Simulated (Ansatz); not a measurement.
GeF2 was relaxed with PBE0-D4 (def2-TZVP) in Ansatz in these states: neutral quintet, neutral singlet, neutral triplet. The geometries follow in no particular order.

A:

Cartesian coordinates in Å:
```
Ge 0.6015 0.1950 -0.0233
F 0.1254 -1.3358 0.6480
F -0.7269 1.1407 -0.6248
```

B:

```xyz
3

Ge    0.3653    0.0650   -0.6741
F    -1.3128   -0.2243   -0.2937
F     0.9475    0.1593    0.9679
```

C:

Cartesian coordinates in Å:
```
Ge 0.042 -1.149 0.021
F 0.914 0.605 -0.214
F -0.956 0.544 0.193
```

**Question.** Judge from the bond lengths which geometry belongs to which state (an estimate).

**Answer.** A is the neutral triplet (Ge1–F3 1.738 Å, Ge1–F2 1.738 Å); B is the neutral singlet (Ge1–F3 1.745 Å, Ge1–F2 1.745 Å); C is the neutral quintet (Ge1–F3 1.973 Å, Ge1–F2 1.973 Å).

At PBE0-D4/def2-TZVP a singlet lies 3.44 eV below the neutral triplet. At PBE0-D4/def2-TZVP a singlet lies 10.10 eV below the neutral quintet. These are the stationary points nearest to one start from a short search; other shapes may lie lower in each state.
